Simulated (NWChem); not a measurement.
The numbers come from NWChem runs, not from measurements. System: GeO, charge 0, spin multiplicity 3, at the geometry of a parent with another charge or spin, in a state set for the comparison that need not be this species' ground state. Its SCF solution wasn't tested for a lower state. Level: UHF/def2-TZVP.

The NWChem input:

```
start mol
memory heap 200 mb stack 900 mb global 1100 mb
geometry units angstroms nocenter noautoz
  Ge     0.000000     0.000000     0.329722
  O      0.000000     0.000000    -1.318888
  symmetry group C2v
end
basis spherical
  * library def2-tzvp
end
scf
  uhf
  nopen 2
  maxiter 100
  thresh 1e-7
  semidirect memsize 60000000 filesize 0
  # guess.movecs holds the orbitals of an unrestricted PBE0 run
  vectors input guess.movecs output mol.movecs
end
task scf energy
```

NWChem printed:

```
             Northwest Computational Chemistry Package (NWChem) 7.3.0
             --------------------------------------------------------

                                NWChem Input Module
                                -------------------

 Scaling coordinates for geometry "geometry" by  1.889725989
 (inverse scale =  0.529177249)

 Turning off AUTOSYM since
 SYMMETRY directive was detected!

                             Geometry "geometry" -> ""
                             -------------------------

 Output coordinates in angstroms (scale by  1.889725989 to convert to a.u.)

  No.       Tag          Charge          X              Y              Z
 ---- ---------------- ---------- -------------- -------------- --------------
    1 Ge                  32.0000     0.00000000     0.00000000     0.32972200
    2 O                    8.0000     0.00000000     0.00000000    -1.31888800

 Effective nuclear repulsion energy (a.u.)      82.1718755460

            Nuclear Dipole moment (a.u.)
            ----------------------------
        X                 Y               Z
 ---------------- ---------------- ----------------
     0.0000000000     0.0000000000     0.0000000000

      Symmetry information
      --------------------

 Group name             C2v
 Group number             16
 Group order               4
 No. of unique centers     2

      Symmetry unique atoms

     1    2


 Summary of "ao basis" -> "" (spherical)
 ------------------------------------------------------------------------------
       Tag                 Description            Shells   Functions and Types
 ---------------- ------------------------------  ------  ---------------------
 *                         def2-tzvp                  on all atoms

 Summary of "ao basis" -> "ao basis" (spherical)
 ------------------------------------------------------------------------------
       Tag                 Description            Shells   Functions and Types
 ---------------- ------------------------------  ------  ---------------------
 Ge                        def2-tzvp                16       48   6s5p4d1f
[...]
              MO Center=  2.9D-15,  7.6D-14,  4.2D-01, r^2= 3.3D+00
   Bfn.  Coefficient  Atom+Function         Bfn.  Coefficient  Atom+Function
  ----- ------------  ---------------      ----- ------------  ---------------
    20      0.822667  1 Ge py                17      0.316346  1 Ge py
    61     -0.244496  2 O  py                11     -0.161713  1 Ge py
    55     -0.161654  2 O  py

 Vector   22  Occ=0.000000D+00  E= 8.547521D-02  Symmetry=b1
              MO Center=  5.0D-13,  1.2D-15,  4.4D-01, r^2= 3.4D+00
   Bfn.  Coefficient  Atom+Function         Bfn.  Coefficient  Atom+Function
  ----- ------------  ---------------      ----- ------------  ---------------
    19      0.863803  1 Ge px                16      0.279308  1 Ge px
    60     -0.238711  2 O  px                10     -0.158925  1 Ge px

 center of mass
 --------------
 x =   0.00000000 y =   0.00000000 z =   0.06889552

 moments of inertia (a.u.)
 ------------------
         127.628469696329           0.000000000000           0.000000000000
           0.000000000000         127.628469696329           0.000000000000
           0.000000000000           0.000000000000           0.000000000000

  Mulliken analysis of the total density
  --------------------------------------

    Atom       Charge   Shell Charges
 -----------   ------   -------------------------------------------------------
    1 Ge  32    31.55   2.00  2.00  1.17  0.78  1.03  0.82  5.98  4.41  1.59  0.83  0.73  8.93  1.09  0.04  0.10  0.04
    2 O    8     8.45   0.79  1.18  0.60  0.99  0.30  1.77  1.92  0.88  0.00  0.01  0.00

  Mulliken analysis of the alpha density
  --------------------------------------

    Atom       Charge   Shell Charges
 -----------   ------   -------------------------------------------------------
    1 Ge  32    16.36   1.00  1.00  0.59  0.39  0.49  0.46  2.99  2.22  0.78  0.69  0.64  4.46  0.55  0.03  0.06  0.02
    2 O    8     4.64   0.40  0.59  0.31  0.51  0.14  1.11  1.16  0.43  0.00  0.01  0.00

   Mulliken analysis of the beta density
   -------------------------------------

    Atom       Charge   Shell Charges
 -----------   ------   -------------------------------------------------------
    1 Ge  32    15.19   1.00  1.00  0.59  0.39  0.54  0.36  2.99  2.19  0.80  0.15  0.09  4.47  0.54  0.02  0.05  0.02
    2 O    8     3.81   0.40  0.59  0.29  0.48  0.17  0.67  0.76  0.45  0.00  0.01  0.00

   Mulliken analysis of the spin density
   -------------------------------------

    Atom       Charge   Shell Charges
 -----------   ------   -------------------------------------------------------
    1 Ge  32     1.17  -0.00 -0.00 -0.00  0.00 -0.05  0.10  0.00  0.03 -0.02  0.54  0.55 -0.01  0.01  0.01  0.01  0.00
    2 O    8     0.83   0.00 -0.00  0.02  0.03 -0.03  0.44  0.40 -0.02  0.00 -0.00  0.00

       Multipole analysis of the density wrt the origin
       ------------------------------------------------

     L   x y z        total         alpha         beta         nuclear
     -   - - -        -----         -----         ----         -------
     0   0 0 0     -0.000000    -21.000000    -19.000000     40.000000

     1   1 0 0     -0.000000     -0.000000     -0.000000      0.000000
     1   0 1 0      0.000000      0.000000      0.000000      0.000000
     1   0 0 1      0.818279      0.635239      0.183039      0.000000

     2   2 0 0    -18.485332    -12.331075     -6.154257      0.000000
     2   1 1 0      0.000000     -0.000000      0.000000      0.000000
     2   1 0 1     -0.000000     -0.000000      0.000000      0.000000
     2   0 2 0    -14.837949     -8.351828     -6.486121      0.000000
     2   0 1 1     -0.000000     -0.000000      0.000000      0.000000
     2   0 0 2    -17.771865    -45.663470    -34.225830     62.117434

 Task  times  cpu:        2.3s     wall:        2.3s

 Total times  cpu:        2.3s     wall:        2.3s
```
